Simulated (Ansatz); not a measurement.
The same molecule with X = B, Al, Ga. Ansatz, PBE0-D4/def2-TZVP geometries, multiplicity 1. Each molecule was computed in one conformer, which needn't be the lowest.

Scalar relativity is left out up to krypton.

```
 X                    molecule  mean X–F bond length / Å  mean X–O bond length / Å  LUMO energy (PBE/def2-TZVPP) / eV  HOMO–LUMO gap (PBE/def2-TZVPP) / eV  size of the dipole moment (PBE/def2-TZVPP) / D
 B         `C[OH+][B-](F)(F)F`                     1.354                     1.693                              -0.91                                 7.50                                            5.22
Al  `C[OH+][Al-]([F])([F])[F]`                     1.653                     1.908                              -1.39                                 6.98                                            5.92
```

(1) Give the row for X = Ga, `C[OH+][Ga-]([F])([F])[F]`. (Estimate.)

Answers

(1) Computed: 
```
 X                    molecule  mean X–F bond length / Å  mean X–O bond length / Å  LUMO energy (PBE/def2-TZVPP) / eV  HOMO–LUMO gap (PBE/def2-TZVPP) / eV  size of the dipole moment (PBE/def2-TZVPP) / D
Ga  `C[OH+][Ga-]([F])([F])[F]`                     1.750                     2.015                              -1.79                                 6.69                                            5.55
```

From B to Ga the mean X–F bond length rises at each step, by 0.396 Å in all; the mean X–O bond length rises at each step, by 0.322 Å in all; the LUMO energy (PBE/def2-TZVPP) falls at each step, by 0.88 eV in all; the HOMO–LUMO gap (PBE/def2-TZVPP) falls at each step, by 0.81 eV in all. Dipoles are sizes alone, and their direction can turn along the series.
